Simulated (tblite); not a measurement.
Compound: C5H13ClOSi2.
Atom-mapped SMILES: `[CH3:1][CH2:2][CH2:3][C@@H:4]1[CH2:5][SiH2:6][O:7][Si@@H:8]1[Cl:9]` (hydrogens: H10, H11, H12 on C1; H13, H14 on C2; H15, H16 on C3; H17 on C4; H18, H19 on C5; H20, H21 on Si6; H22 on Si8)

The geometry is computed with GFN2-xTB (gas phase).

Q: What internal coordinates does the optimisation give?

A: 
| bond | length (pm) |
| --- | --- |
| C1–C2 | 152.4 |
| C2–C3 | 152.9 |
| C3–C4 | 152.9 |
| C4–C5 | 154.4 |
| C5–Si6 | 190.8 |
| Si6–O7 | 164.6 |
| O7–Si8 | 163.2 |
| Si8–Cl9 | 200.2 |
| C4–Si8 | 191.5 |
| C1–H10, C1–H11, C1–H12 | 108.8 |
| C2–H13 | 109.2 |
| C2–H14 | 109.3 |
| C3–H15 | 109.4 |
| C3–H16 | 109.5 |
| C4–H17 | 109.5 |
| C5–H18 | 109.0 |
| C5–H19 | 109.4 |
| Si6–H20 | 145.9 |
| Si6–H21 | 145.5 |
| Si8–H22 | 145.3 |

Bonds in one row agree within 1 pm and their mean is given. A selection of angles:
| angle | degrees |
| --- | --- |
| C2–C1–H10 | 111.1 |
| C2–C1–H11 | 110.5 |
| H10–C1–H11 | 108.6 |
| H10–C1–H12 | 108.1 |
| C1–C2–C3 | 113.6 |
| C1–C2–H13 | 109.4 |
| C1–C2–H14 | 108.8 |
| C3–C2–H13 | 109.2 |
| C3–C2–H14 | 108.2 |
| H13–C2–H14 | 107.6 |
| C2–C3–C4 | 113.8 |
| C2–C3–H15 | 108.3 |
| C2–C3–H16 | 109.0 |
| C4–C3–H15 | 108.9 |
| C4–C3–H16 | 109.2 |
| H15–C3–H16 | 107.5 |
| C3–C4–C5 | 111.6 |
| C3–C4–Si8 | 116.6 |
| C3–C4–H17 | 107.9 |
| C5–C4–Si8 | 106.3 |
| C5–C4–H17 | 107.0 |
| Si8–C4–H17 | 107.0 |
| C4–C5–Si6 | 107.7 |
| C4–C5–H18 | 110.6 |
| C4–C5–H19 | 108.7 |
| Si6–C5–H18 | 114.5 |
| Si6–C5–H19 | 108.9 |
| H18–C5–H19 | 106.3 |
| C5–Si6–O7 | 98.3 |
| C5–Si6–H20 | 114.3 |
| C5–Si6–H21 | 114.9 |
| O7–Si6–H20 | 105.9 |
| O7–Si6–H21 | 106.0 |
| H20–Si6–H21 | 115.1 |
| Si6–O7–Si8 | 119.7 |
| O7–Si8–Cl9 | 108.7 |
| O7–Si8–H22 | 105.6 |
| Cl9–Si8–H22 | 111.2 |
| C4–Si8–O7 | 98.9 |
| C4–Si8–Cl9 | 113.8 |
| C4–Si8–H22 | 117.3 |

Torsions: C1–C2–C3–C4 64° (synclinal); C2–C3–C4–C5 180° (antiperiplanar); C3–C4–C5–Si6 -159° (antiperiplanar); C4–C5–Si6–O7 25° (synperiplanar); C5–Si6–O7–Si8 -7° (synperiplanar); Si6–O7–Si8–Cl9 109° (anticlinal); C3–C4–Si8–O7 151° (antiperiplanar).

Si8 (chlorine-bound silicon) is distorted tetrahedral (angles from 98.9° to 117.3°). O7 (siloxane oxygen) is bent (angle 119.7°). Of the pairs four or more bonds apart, Si8···H13 is among the closest relative to their van der Waals radii: 2.91 Å, 88 % of the sum of Bondi's values. Si6 (oxygen-bound silicon) is distorted tetrahedral (angles from 98.3° to 115.1°). The 5-membered ring C4–C5–Si6–O7–Si8 has internal angles of 98.3° to 119.7°; it is puckered, 0.15 Å rms from its mean plane, widest ring torsion 31°.

Point group: C1 (no symmetry element, even within 0.4 Å). Its GFN2-xTB frequencies are all real (lowest 46 cm⁻¹). One conformer, not necessarily the lowest.
